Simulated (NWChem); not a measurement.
All runs are NWChem calculations. System: BrClSn, charge 0, spin multiplicity 1, at a geometry optimised with PBE/def2-SVP with def2 effective core potentials on Sn. The structure started from a generated list of species. Level: G0W0@PBE/def2-TZVPP with def2 effective core potentials on Sn, RI basis def2-tzvpp-rifit, no spin-orbit coupling.

NWChem printed:

```
             Northwest Computational Chemistry Package (NWChem) 7.3.0
             --------------------------------------------------------

                                NWChem Input Module
                                -------------------

 Scaling coordinates for geometry "geometry" by  1.889725989
 (inverse scale =  0.529177249)

 Turning off AUTOSYM since
 SYMMETRY directive was detected!

                             Geometry "geometry" -> ""
                             -------------------------

 Output coordinates in angstroms (scale by  1.889725989 to convert to a.u.)

  No.       Tag          Charge          X              Y              Z
 ---- ---------------- ---------- -------------- -------------- --------------
    1 Sn                  50.0000    -0.82218100     0.36060400     0.00000000
    2 Cl                  17.0000     0.70360400     2.22874300     0.00000000
    3 Br                  35.0000     0.83279400    -1.59768100     0.00000000

 Effective nuclear repulsion energy (a.u.)     629.9054102945

            Nuclear Dipole moment (a.u.)
            ----------------------------
        X                 Y               Z
 ---------------- ---------------- ----------------
     0.0000151178    -0.0000075589     0.0000000000

      Symmetry information
      --------------------

 Group name             Cs
 Group number              2
 Group order               2
 No. of unique centers     3

      Symmetry unique atoms

     1    2    3


 Summary of "ao basis" -> "" (spherical)
 ------------------------------------------------------------------------------
       Tag                 Description            Shells   Functions and Types
 ---------------- ------------------------------  ------  ---------------------
 *                         def2-tzvpp                 on all atoms

 Summary of "ri basis" -> "" (spherical)
 ------------------------------------------------------------------------------
       Tag                 Description            Shells   Functions and Types
 ---------------- ------------------------------  ------  ---------------------
 *                      def2-tzvpp-rifit              on all atoms

  pbe96 is a nonlocal functional; adding pw91lda local functional.

                                 NWChem DFT Module
                                 -----------------

 Summary of "ao basis" -> "ao basis" (spherical)
 ------------------------------------------------------------------------------
[...]
    20      0.465730  1 Sn py                17      0.418792  1 Sn py
    14      0.285818  1 Sn py                11     -0.279624  1 Sn py
    55     -0.278661  2 Cl s                 19      0.206837  1 Sn px
     5      0.204271  1 Sn s                 16      0.193156  1 Sn px
    68      0.192016  2 Cl px                65      0.177861  2 Cl px

 center of mass
 --------------
 x =  -0.04690818 y =  -0.05868080 z =   0.00000000

 moments of inertia (a.u.)
 ------------------
        1402.718181768992         309.363837517270           0.000000000000
         309.363837517270         543.849515253495           0.000000000000
           0.000000000000           0.000000000000        1946.567697022487

     Multipole analysis of the density
     ---------------------------------

     L   x y z        total         alpha         beta         nuclear
     -   - - -        -----         -----         ----         -------
     0   0 0 0     -0.000000    -37.000000    -37.000000     74.000000

     1   1 0 0     -1.243903    -22.373714    -22.373714     43.503526
     1   0 1 0     -0.039176      9.520614      9.520614    -19.080405
     1   0 0 1     -0.000000     -0.000000     -0.000000      0.000000

     2   2 0 0    -40.208051   -105.026963   -105.026963    169.845874
     2   1 1 0     -1.085962     46.653770     46.653770    -94.393502
     2   1 0 1      0.000000      0.000000      0.000000      0.000000
     2   0 2 0    -45.872874   -338.342223   -338.342223    630.811572
     2   0 1 1     -0.000000     -0.000000     -0.000000      0.000000
     2   0 0 2    -39.149682    -19.574841    -19.574841      0.000000

 Task  times  cpu:       28.6s     wall:       28.6s

                                NWChem Input Module
                                -------------------

                                 NWChem GW Module
                                 ----------------

                             ***********************
                             ***        GW       ***
                             ***********************

 Summary of "ri basis" -> "ri basis" (spherical)
 ------------------------------------------------------------------------------
       Tag                 Description            Shells   Functions and Types
 ---------------- ------------------------------  ------  ---------------------
 Sn                     def2-tzvpp-rifit            38      184   9s8p8d6f4g3h
 Cl                     def2-tzvpp-rifit            33      123   11s8p7d5f2g
 Br                     def2-tzvpp-rifit            37      159   10s9p8d5f4g1h

                 Memory Information
                 ------------------
          Available GA per process is          1699.9 MBs
          Available stack per process is        700.0 MBs
          Available heap per process is           0.1 MBs

          Peak memory in Initialization
              Peak GA per process is                 21.0 MBs
              Peak stack per process is               0.2 MBs
              Peak heap per process is               22.1 MBs
              Memory not in MA per process            0.0 MBs

          Peak memory in AFF Calculation
              Peak GA per process is                143.5 MBs
              Peak stack per process is             110.8 MBs
              Peak heap per process is                0.0 MBs
              Memory not in MA per process          110.8 MBs

          Computing 2-center integrals
          Computing Inverse Cholesky factor
          Computing 3-center integrals
          Computing V_xc ...

          Computing Sigma_x
          Computing RPA polarizability
          Solving quasiparticle equations

                  Alpha Orbitals
          State     Energy (eV)     Error (eV)
          -----------------------------------
@GW        34        -10.216           0.004
@GW        35         -9.571           0.005
@GW        36         -9.584           0.002
@GW        37         -9.313           0.002
@GW        38         -1.563           0.002
@GW        39          0.653           0.002

   Applying  -2.4733 eV scissor-shift to rest of particle states

   Applying   2.3536 eV scissor-shift to rest of hole states

     GW Timing Statistics
   ------------------------
   Init.   :          0.1s
     ERIs  :          1.8s
     Distr.:          0.0s
     Vxc   :          0.2s
   Sigma_x :          0.0s
   RPA     :          8.4s
   Wmn     :          0.1s
   Sigma_c :          0.0s
   GW total:         10.7s

 Task  times  cpu:       10.7s     wall:       10.7s

 Total times  cpu:       39.4s     wall:       39.4s
```

Problem. Write an NWChem input that would produce this output.

Solution. This is not unique; one that fits is 
```
start mol
memory heap 200 mb stack 700 mb global 1700 mb
geometry units angstroms nocenter noautoz
  Sn    -0.822181     0.360604     0.000000
  Cl     0.703604     2.228743     0.000000
  Br     0.832794    -1.597681     0.000000
  symmetry group Cs
end
basis spherical
  * library def2-tzvpp
end
ecp
  Sn library def2-ecp
end
basis "ri basis" bse spherical
  * library def2-tzvpp-rifit
end
dft
  xc xpbe96 cpbe96
  iterations 100
  direct
  tolerances tight
end
task dft energy
gw
  states alpha occ 4 vir 2
end
task dft gw
```
